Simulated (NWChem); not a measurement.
Species: AlH2 cation; SMILES [AlH2+]

All runs: NWChem. Medium grid unless said otherwise, to which SCAN and Minnesota functionals are sensitive. Geometry: optimised at PBE0-D3(BJ)/def2-TZVP. Hybrids' shares of exact exchange are those that their runs print; pure functionals count as 0. The functionals differ in more than this share.

```
row                 share of exact exchange  orbital gap (eV)
------------------  -----------------------  ----------------
PBE/def2-TZVP                          0.00              5.91
HCTH/407/def2-TZVP                     0.00              6.09
B3LYP/def2-TZVP                        0.20              7.57
B3PW91/def2-TZVP                       0.20              7.70
MPW1K/def2-TZVP                        0.43              9.58
M06-2X/def2-TZVP                       0.54          withheld
```

Problem. Fit a straight line of the last column on the one before it, predict the withheld value, and compare with the run.

Solution. 
1. Means of the 5 shown rows: x = 0.166, y = 7.370. Slope Σ(x − x̄)(y − ȳ)/Σ(x − x̄)² = 1.056/0.1271 = 8.309; intercept 5.991.
2. The shown rows scatter about the line by 0.072 (root mean square); the largest residual is +0.10, at HCTH/407/def2-TZVP.
3. At x = 0.54 (M06-2X/def2-TZVP; beyond the shown range) the line gives 10.48.
4. The run gives 9.75, -0.73 from the line, 10.2 times the scatter.
